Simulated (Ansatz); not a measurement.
Reaction: C3H5N (SMILES [C-]#[N+]CC) → C3H5N (SMILES C=C=CN)
Each species at its own B3LYP-D3(BJ)/def2-TZVP minimum (Ansatz, a first-principles code), one conformer.

Total energies in hartree (Ansatz). UHF or UKS for unpaired electrons; spin-orbit terms are left out. Correlated methods leave the cores frozen. No relativity.

```csv
species,HF/cc-pVTZ,CCSD(T)/cc-pVTZ,HF/cc-pVQZ,CCSD(T)/cc-pVQZ,CCSD(T)/cc-pVDZ,CCSDT(Q)/cc-pVDZ
1: C3H5N (SMILES [C-]#[N+]CC),-170.99349,-171.73120,-171.00491,-171.78089,-171.55987,-171.56222
"2: C3H5N (propa-1,2-dien-1-amine, SMILES NC=C=C)",-170.95317,-171.70213,-170.96514,-171.75367,-171.52365,-171.52623
```

Task: Work out the isomerisation energy (electronic) in kJ/mol: take Hartree-Fock from cc-pVQZ, extrapolate the CCSD(T) correlation energy as X^-3 (X = 3, 4), and add CCSDT(Q) - CCSD(T) in cc-pVDZ. 1 hartree = 2625.5 kJ/mol.

Result: 
Species 1: correlation (64·(-0.77598) - 27·(-0.73771))/37 = -0.80391; step -0.00235; E1 = -171.00491 + (-0.80391) + (-0.00235) = -171.81117
Species 2: correlation (64·(-0.78853) - 27·(-0.74896))/37 = -0.81741; step -0.00258; E2 = -170.96514 + (-0.81741) + (-0.00258) = -171.78513
-1·E1 +1·E2 = 0.02604 hartree = 68.4 kJ/mol.
